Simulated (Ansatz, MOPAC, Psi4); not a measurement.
Approach curve of the dimer BBr3 ··· H3N (SMILES BrB(Br)Br and N). Monomers: optimised at B3LYP-D3(BJ) (def2-TZVP), held rigid. Orientation: a higher rigid-body minimum at GFN2-xTB. Only R, the distance of the centres of mass, is varied, so the lowest point isn't the relaxed dimer.

Geometry at R = 2.71 Å (first 4 atoms: monomer A):
```
8

B     -0.0002     0.0001     0.0002
Br    -1.5209    -1.1474    -0.0933
Br    -0.0291     1.6952    -0.8736
Br     1.5502    -0.5478     0.9667
N      1.2636    -0.9965    -2.0937
H      1.6840    -1.8923    -1.8739
H      0.8043    -1.0910    -2.9923
H      2.0178    -0.3292    -2.2088
```

Levels of theory: MP2/aug-cc-pVTZ = DF-MP2/aug-cc-pVTZ, frozen core, counterpoise-corrected run with Psi4 1.11; AM1, restricted, heats of formation (MOPAC); PBE/def2-TZVP, counterpoise-corrected (Psi4); PM6, restricted, heats of formation (MOPAC); CCSD/aug-cc-pVDZ = Ansatz (a program for electronic structure) with CCSD on RHF/aug-cc-pVDZ, cores with 3d frozen, counterpoise-corrected.

Interaction energies in kcal/mol (negative: bound); R is the distance of the centres of mass, d the B1···N5 distance.

```json
[
 {"R / Å": "2.34", "d / Å": "2.27", "MP2/aug-cc-pVTZ": "-0.87", "AM1": "-0.29", "PBE/def2-TZVP": "2.30", "PM6": "-27.40", "CCSD/aug-cc-pVDZ": "3.84"},
 {"R / Å": "2.48", "d / Å": "2.41", "MP2/aug-cc-pVTZ": "-1.96", "AM1": "-1.09", "PBE/def2-TZVP": "0.84", "PM6": "-21.28", "CCSD/aug-cc-pVDZ": "1.71"},
 {"R / Å": "2.71", "d / Å": "2.64", "MP2/aug-cc-pVTZ": "-3.13", "AM1": "-2.11", "PBE/def2-TZVP": "-0.73", "PM6": "-13.41", "CCSD/aug-cc-pVDZ": "-0.73"},
 {"R / Å": "2.89", "d / Å": "2.82", "MP2/aug-cc-pVTZ": "-3.54", "AM1": "-2.23", "PBE/def2-TZVP": "-1.40", "PM6": "-9.12", "CCSD/aug-cc-pVDZ": "-1.82"},
 {"R / Å": "3.13", "d / Å": "3.06", "MP2/aug-cc-pVTZ": "-3.53", "AM1": "-1.89", "PBE/def2-TZVP": "-1.76", "PM6": "-5.54", "CCSD/aug-cc-pVDZ": "-2.45"},
 {"R / Å": "3.44", "d / Å": "3.37", "MP2/aug-cc-pVTZ": "-3.02", "AM1": "-1.43", "PBE/def2-TZVP": "-1.69", "PM6": "-3.15", "CCSD/aug-cc-pVDZ": "-2.41"},
 {"R / Å": "3.69", "d / Å": "3.62", "MP2/aug-cc-pVTZ": "-2.47", "AM1": "-1.17", "PBE/def2-TZVP": "-1.44", "PM6": "-2.11", "CCSD/aug-cc-pVDZ": "-2.08"},
 {"R / Å": "4.24", "d / Å": "4.17", "MP2/aug-cc-pVTZ": "-1.42", "AM1": "-0.77", "PBE/def2-TZVP": "-0.84", "PM6": "-0.95", "CCSD/aug-cc-pVDZ": "-1.27"},
 {"R / Å": "4.93", "d / Å": "4.86", "MP2/aug-cc-pVTZ": "-0.65", "AM1": "-0.44", "PBE/def2-TZVP": "-0.38", "PM6": "-0.42", "CCSD/aug-cc-pVDZ": "-0.60"},
 {"R / Å": "5.93", "d / Å": "5.86", "MP2/aug-cc-pVTZ": "-0.22", "AM1": "-0.20", "PBE/def2-TZVP": "-0.10", "PM6": "-0.16", "CCSD/aug-cc-pVDZ": "-0.21"},
 {"R / Å": "7.17", "d / Å": "7.10", "MP2/aug-cc-pVTZ": "-0.07", "AM1": "-0.08", "PBE/def2-TZVP": "-0.02", "PM6": "-0.06", "CCSD/aug-cc-pVDZ": "-0.07"}
]
```

Lowest grid point: MP2/aug-cc-pVTZ -3.54 kcal/mol at R = 2.89 Å; AM1 -2.23 kcal/mol at R = 2.89 Å; PBE/def2-TZVP -1.76 kcal/mol at R = 3.13 Å; PM6 -27.40 kcal/mol at R = 2.34 Å; CCSD/aug-cc-pVDZ -2.45 kcal/mol at R = 3.13 Å.
